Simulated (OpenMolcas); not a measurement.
# Nb: effect of correlating more closed shells

| Property | Result |
| --- | --- |
| Program | OpenMolcas |
| Basis | ANO-RCC-VTZP [7s6p4d2f1g] |
| Scalar Hamiltonian | DKH2, point nucleus |
| Active space | 5 electrons in 6 orbitals (4d 5s) |
| State averaging | 2S+1 = 6 even, 6 roots; 2S+1 = 4 even, 66 roots kept (CI in the orbitals of an earlier block); 2S+1 = 2 even, 98 roots kept (CI in the orbitals of an earlier block) |
| Spin-orbit coupling | RASSI with atomic mean-field integrals over the reference wave functions, term energies averaged over their components |

Methods on the same reference wave functions:
A. CASSCF
B. MS-CASPT2, IPEA 0.25 Eh, imaginary shift 0.1 Eh (closed shells correlated: none)
C. MS-CASPT2, IPEA 0.25 Eh, imaginary shift 0.1 Eh (closed shells correlated: 4s 4p)

Energies in cm⁻¹ above 4d⁴ 5s ⁶D_1/2, the measured ground level; measured values from NIST Handbook of Basic Atomic Spectroscopic Data.

| Level | A | B | C | Measured |
| --- | --- | --- | --- | --- |
| 4d⁴ 5s ⁶D_1/2 | 0.0 | 0.0 | 0.0 | 0.0 |
| 4d⁴ 5s ⁶D_3/2 | 141 | 152 | 147 | 154 |
| 4d⁴ 5s ⁶D_5/2 [62 %] | 366 | 355 | 380 | 392 |
| 4d⁴ 5s ⁶D_7/2 | 664 | 663 | 688 | 695 |
| 4d⁴ 5s ⁶D_9/2 | 1024 | 1014 | 1086 | 1050 |
| 4d³ 5s² ⁴F_3/2 | 9722 | 38.4 | -525 | 1143 |
| 4d³ 5s² ⁴F_5/2 [53 %] | 10022 | 431 | -163 |  |
| 4d³ 5s² ⁴F_7/2 | 10410 | 904 | 312 | 2154 |
| 4d⁴ 5s ⁴P_1/2(1) | 10648 | 5270 | 4540 |  |
| 4d³ 5s² ⁴F_9/2 [70 %] | 10855 | 1485 | 852 | 2805 |
| 4d⁴ 5s ⁴P_3/2(1) | 11056 | 5510 | 4740 |  |
| 4d⁴ 5s ⁴P_5/2(1) | 11740 | 5990 | 5150 |  |
| 4d⁴ 5s ⁴D_1/2(1) | 14203 | 7690 | 8130 |  |
| 4d⁴ 5s ⁴D_3/2(1) | 14438 | 7970 | 8400 |  |
| 4d⁴ 5s ⁴D_5/2(1) | 14766 | 8310 | 8740 |  |
| 4d⁴ 5s ⁴H_7/2 | 14976 | 13000 | 12580 |  |
| 4d⁴ 5s ⁴H_9/2 | 15110 | 13090 | 12680 |  |
| 4d⁴ 5s ⁴D_7/2(1) | 15178 | 8720 | 9160 |  |
| 4d⁴ 5s ⁴H_11/2 | 15289 | 13280 | 12850 |  |
| 4d⁴ 5s ⁴H_13/2 | 15521 | 13540 | 13110 |  |
| 4d⁵ ⁶S_5/2 | 16550 | 12670 | 12550 |  |
| 4d⁴ 5s ⁴G_5/2 [73 %] | 17185 | 14650 | 13860 |  |
| 4d⁴ 5s ⁴G_7/2 [60 %] | 17336 | 14930 | 13970 |  |
| 4d³ 5s² ²G_7/2 | 18429 | 10880 | 10390 |  |

C puts 4d³ 5s² ⁴F_3/2 lowest.

Deviations, from unrounded energies. A percentage is the sum of absolute deviations over the sum of measured energies, with the sign that they share, or ± where signs differ.

```tsv
Against measurement	Levels	A	B	C
mean absolute deviation (cm-1)	7	3600	540	790
fine structure of the ground term (%)	4	-4.2	-4.7	±2.7
other configurations (%)	3	+407.8	-60.2	-89.5
```

B lies closest to measurement on these levels and A furthest from it. The largest miss of B in the table is 4d³ 5s² ⁴F_9/2 [70 %], by -1300 cm-1. The ranking rests on the paired levels alone, and a cruder setting can come out closer through cancelling errors.

Between B and C the level of the table that moves most is 4d⁴ 5s ⁴G_7/2 [60 %], by 960 cm-1 (lowest in C, highest in B). Moves below CASPT2's spread within the term are not significant.

The mean deviations of B to C differ by less than CASPT2's widest spread within a term (1600 cm-1), so their order carries little weight.

From A to B the spin-free energies of the other terms of 4d⁴ 5s shown, above ⁶D, scale by factors of 0.47 to 0.86.

The lowest spin-free term lies below A's lowest term by 0.060 hartree in B, 0.353 hartree in C.

What an inner shell adds also hangs on whether the basis holds functions to correlate it.

CASPT2 does not keep the components of a term degenerate, so their means are used; among the terms shown or strongly mixed into the levels shown the widest spread is 1600 cm-1 (4d³ 5s² ⁴F, C). Over all roots computed the reference weight is 0.88 to 0.96 in B, 0.85 to 0.90 in C; the roots of lowest weight are the least certain, and an intruder state may touch them. Terms from blocks run as CI alone lack orbitals of their own. Configurations are named by rounded mean occupations; where the s occupation lies near a half they are strongly mixed, a name can repeat and a true partner stay unpaired. A single d shell beside an s shell can misplace configurations of different d count against each other. The CASPT2 spread within a term exceeds the gap to the next term for 4d⁴ 5s ⁶D and 4d³ 5s² ⁴F, 4d⁴ 5s ⁴H and 4d⁴ 5s ⁴F(1), 4d⁴ 5s ⁴G and 4d⁴ 5s ⁴P(2), so the order of their levels is uncertain, and so are names and mixing where such terms share a J (figures for B; the like holds for C). Without dynamic correlation excited terms often stand tens of per cent too high (terms of higher spin than the ground term too low), and those without a measured partner can miss by more than the paired ones (holds for A). Blocks of more than 70 roots (2S+1 = 2 even) ran without multistate coupling (holds for B; C). Some levels mix across a computed gap that differs much from the measured one, so their mixing is not that of the real levels (holds for B; C). The lowest computed level is not the ground level that NIST lists (6D1/2) (holds for C). Computed and measured levels are paired by configuration, term and J; levels that our copy of the source lacks, or whose pairing is in doubt (as where it misses far off the trend of its configuration), stay unpaired and out of the deviations. Only configurations of the active space appear. The table leaves out levels that lie high or whose names do not pair safely across all columns.

A share in square brackets marks a mixed level and gives the weight of the term that names it, the lowest over the columns. A number in round brackets counts repeated terms of one configuration in the order of the reference energies.
